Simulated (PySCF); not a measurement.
C2H4N, SMILES [CH2]N=C, multiplicity 2. Atoms are numbered in the order given.

```xyz
7

C      0.0000     1.1379     0.1543
N      0.0000     0.0000    -0.5060
C      0.0000    -1.1379     0.1543
H      0.0000     1.1798     1.2472
H      0.0000     2.0667    -0.4019
H      0.0000    -2.0667    -0.4019
H      0.0000    -1.1798     1.2472
```
Charge 0, spin multiplicity 2.

Coordinates come from a B3LYP-D3(BJ)/def2-TZVP optimisation. The isomer is the one that the SMILES or the coordinates give; other isomers of the formula were not compared.

These are PBE/pcH-1 (PySCF) values and carry that method's errors.

Unrestricted Kohn–Sham, ⟨S²⟩ = 0.764. Hyperfine tensors hold the contact and dipolar terms, without spin-orbit corrections.

Computed hyperfine couplings:
| nucleus | A(iso) (MHz) | A(iso) (G) | dipolar principal values (MHz) |
|---|---|---|---|
| 13C no. 1 | 52.3 | 18.7 | -53.3, -51.0, 104.3 |
| 14N no. 2 | -10.0 | -3.6 | -10.5, 4.4, 6.1 |
| 13C no. 3 | 52.3 | 18.7 | -53.3, -51.0, 104.3 |
| 1H no. 4 | -37.8 | -13.5 | -20.3, -2.7, 23.0 |
| 1H no. 5 | -42.7 | -15.3 | -24.9, -0.9, 25.8 |
| 1H no. 6 | -42.7 | -15.3 | -24.9, -0.9, 25.8 |
| 1H no. 7 | -37.8 | -13.5 | -20.3, -2.7, 23.0 |

Question: And the g tensor (effective nuclear charges for spin-orbit coupling, GIAO)? (The exact figures need the calculation; the answer reports its results.)

Answer: principal values 2.0022, 2.0025, 2.0025; isotropic 2.0024.
